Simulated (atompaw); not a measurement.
**PBEsol PAW (atompaw) dataset for gadolinium (Gd), scalar-relativistic all-electron reference.**

atompaw 4.2.0.5 was run on this input:

```
Gd 64
GGA-PBESOL scalarrelativistic loggrid 2001 logderivrange -6 5 276
6 6 5 4 0 0
6 0 1
6 1 0
5 2 2
4 3 7
0 0 0
c
c
c
c
v
v
c
c
c
v
v
c
c
v
v
3
3.00 2.80 2.70 1.65
n
n
y
2.9
n
y
0.85
n
bloechl besselshape
4 0 troulliermartins
PWSCFOUT
UPFDX 0.0125d0 UPFXMIN -7.d0 UPFZMESH 64.d0
END
```

Command:

```bash
atompaw < Gd.input > Gd.log
```

The program printed (summary file):

```
Completed calculations for Gd (AE)

 Exchange-correlation type: GGA, Perdew-Burke-Ernzerhof modified (PBEsol)

 Radial integration grid is logarithmic
 r0 =   1.0575335E-04 h =   6.7682145E-03   n =      2001 rmax =   8.0000000E+01

 Scalar relativistic calculation

 AEatom converged in  45 iterations
   nz     =  64.00
   delta  =       1.087886122814E-15

 All Electron Orbital energies:
  n  l      occupancy      energy
  1  0      2.0000000E+00 -3.6810093E+03
  2  0      2.0000000E+00 -6.0771954E+02
  3  0      2.0000000E+00 -1.3463177E+02
  4  0      2.0000000E+00 -2.7017781E+01
  5  0      2.0000000E+00 -3.5513172E+00
  6  0      1.0000000E+00 -2.7154596E-01
  2  1      6.0000000E+00 -5.4084063E+02
  3  1      6.0000000E+00 -1.1391708E+02
  4  1      6.0000000E+00 -2.0188429E+01
  5  1      6.0000000E+00 -1.9058922E+00
  6  1      0.0000000E+00 -8.1600332E-02
  3  2      1.0000000E+01 -8.6564516E+01
  4  2      1.0000000E+01 -1.0743895E+01
  5  2      2.0000000E+00 -1.2939887E-01
  4  3      7.0000000E+00 -5.3750898E-01

 Total energy
   Total                    :   -22534.42125941090126

 ---
 Completed calculations for Gd (SC)

 Exchange-correlation type: GGA, Perdew-Burke-Ernzerhof modified (PBEsol)

 Radial integration grid is logarithmic
 r0 =   1.0575335E-04 h =   6.7682145E-03   n =      2001 rmax =   8.0000000E+01

 Scalar relativistic calculation

 SCatom converged in   4 iterations
   nz     =  64.00
   delta  =       7.126378067980E-17

 Valence Electron Orbital energies:
  n  l      occupancy      energy
   5  0      2.0000000E+00 -3.5513172E+00
   6  0      1.0000000E+00 -2.7154596E-01
   5  1      6.0000000E+00 -1.9058922E+00
   6  1      0.0000000E+00 -8.1600336E-02
   5  2      2.0000000E+00 -1.2939887E-01
   4  3      7.0000000E+00 -5.3750898E-01

 Total energy
   Total                    :   -22534.42125941453924
   Valence                  :     -675.13651155203775

 PAW parameters:
       lmax =            3
         rc =    3.0023901880053487
        irc =         1516
   rc_shape =    2.8058992876831548
    rc_vloc =    2.7125298392945290
    rc_core =    1.6549605112440131
   Vloc: Norm-conserving Troullier-Martins with l= 4;e=   0.0000E+00
   Projector type: Bloechl + Gram-Schmidt ortho.
   Bessel compensation charge shape zeroed at   2.8059E+00

 Number of basis functions     8
 No.   n  nodes  l      Energy         Cp coeff         Occ
  1    5    4    0   -0.3551317E+01 -0.1423151E+01  0.2000000E+01
  2    6    5    0   -0.2715460E+00 -0.3381664E+01  0.1000000E+01
  3    5    3    1   -0.1905892E+01 -0.5105410E+00  0.6000000E+01
  4    6    4    1   -0.8160034E-01 -0.1036784E+01  0.0000000E+00
  5    5    2    2   -0.1293989E+00 -0.6281552E+00  0.2000000E+01
  6  999    3    2    0.2900000E+01 -0.8234416E+00  0.0000000E+00
  7    4    0    3   -0.5375090E+00  0.9828441E+01  0.7000000E+01
  8  999    1    3    0.8500000E+00  0.1580619E+02  0.0000000E+00

 Eigenvalues of overlap operator (in the basis of projectors):
    1        3.37090935E-01
    2        6.03517624E-01
    3        8.27073235E-01
    4        3.46376686E+00
    5        3.66856974E+00
    6        3.89219281E+00
    7        1.28642768E+01
    8        1.14547886E+02

 Orbital leakage outside PAW augmentation regions
   orb  is_core?  %out_of_sphere
   1 0    T           0.00
   2 0    T           0.00
   3 0    T           0.00
   4 0    T           0.00
   5 0    F           0.30
   6 0    F          77.40
   2 1    T           0.00
   3 1    T          -0.00
   4 1    T           0.00
   5 1    F           1.91
   6 1    F          94.38
   3 2    T           0.00
   4 2    T           0.00
   5 2    F          42.45
   4 3    F           0.49

 Summary of PAW energies
   Total valence energy     :   -675.13651053756587
   Smooth energy            :      6.47044091397884
   One center               :   -681.60695145154466
   Smooth kinetic           :     30.08308646202017
   Vloc energy              :    -12.80350207011134
   Smooth exch-corr         :    -14.49981453998941
   One-center xc            :   -474.92907642541797
```

The run took about 22 s on one core of a shared server CPU.
